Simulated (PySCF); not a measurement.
Broadened absorption spectrum of C3H6F2OSi

Species: C3H6F2OSi.
InChI=1S/C3H6F2OSi/c4-3(1-6)2-7-5/h1,3H,2,7H2/t3-/m1/s1

Method used: PySCF 2.14.0, density-fitted response routines, TDDFT PBE0/def2-SVPD, vertical, gas phase, core orbitals frozen in the response. One conformer (not necessarily the lowest) at the GFN2-xTB geometry, without solvent, vibrations or thermal averaging. Torsions of this conformer, `[O:1]=[CH:2][C@@H:3]([F:4])[CH2:5][SiH2:6][F:7]`: O1–C2–C3–F4 -158°, C2–C3–C5–Si6 57°, C3–C5–Si6–F7 32°.

Broadening: Gaussians 0.25 eV wide at half height, area fixed by f = 4.319×10⁻⁹ ∫ε dν̃. The width is an assumption, not a result. The curve ends short of the highest state used, and states not computed would add to its high-energy end.

E (eV), ε (L mol⁻¹ cm⁻¹) and a bar:
```
     3.89          0 
     3.97          1 
     4.05          8 
     4.13         26 
     4.21         51 
     4.30         54 #
     4.38         31 
     4.46         10 
     4.54          2 
     4.62          0 
     4.71          0 
     4.79          0 
     4.87          0 
     4.95          0 
     5.03          0 
     5.11          0 
     5.20          0 
     5.28          0 
     5.36          0 
     5.44          0 
     5.52          0 
     5.61          0 
     5.69          0 
     5.77          0 
     5.85          0 
     5.93          0 
     6.01          0 
     6.10          1 
     6.18         17 
     6.26        122 #
     6.34        512 #####
     6.42       1215 ############
     6.51       1630 ################
     6.59       1168 ###########
     6.67        538 #####
     6.75        363 ###
     6.83        538 #####
     6.91        677 ######
     7.00        870 ########
     7.08       1475 ##############
     7.16       2133 ####################
     7.24       2434 #######################
     7.32       2878 ###########################
     7.41       3152 ##############################
```

Q: Where are the band maxima, and which computed states make them?

A: 291 nm (4.26 eV), ε about 57, made up of S1 (100%); 191 nm (6.50 eV), ε about 1600, made up of S2 (100%); 168 nm (7.39 eV), ε about 3200, made up of S5 (93%) (ε in L mol⁻¹ cm⁻¹; maxima over ε = 5, shares over 10%). The states used: S1 4.26 eV (f 0.0005); S2 6.50 eV (f 0.015); S3 6.89 eV (f 0.0055); S4 7.17 eV (f 0.018); S5 7.41 eV (f 0.028); S6 7.76 eV (f 0.011); S7 7.86 eV (f 0.0049); S8 8.01 eV (f 0.015).

Q: On this curve, what absorbance would a 10⁻⁵ mol/L sample give at 280 nm over a 1 cm path?

A: 280 nm is 4.428 eV, where ε is about 17 L mol⁻¹ cm⁻¹, so A = ε c l ≈ 0.00017 (Beer–Lambert, with the gas-phase spectrum and the assumed width).

Q: What would ε be at 7.39 eV, the highest of these maxima, with half the width (0.125 eV)?

A: About 5750 L mol⁻¹ cm⁻¹ against 3200, a factor of about 1.8; a lone state at its own centre would give exactly 2.

Q: Coming from long wavelengths, where does ε first pass 100 L mol⁻¹ cm⁻¹?

A: At about 198 nm (6.25 eV), 1.99 eV above S1.
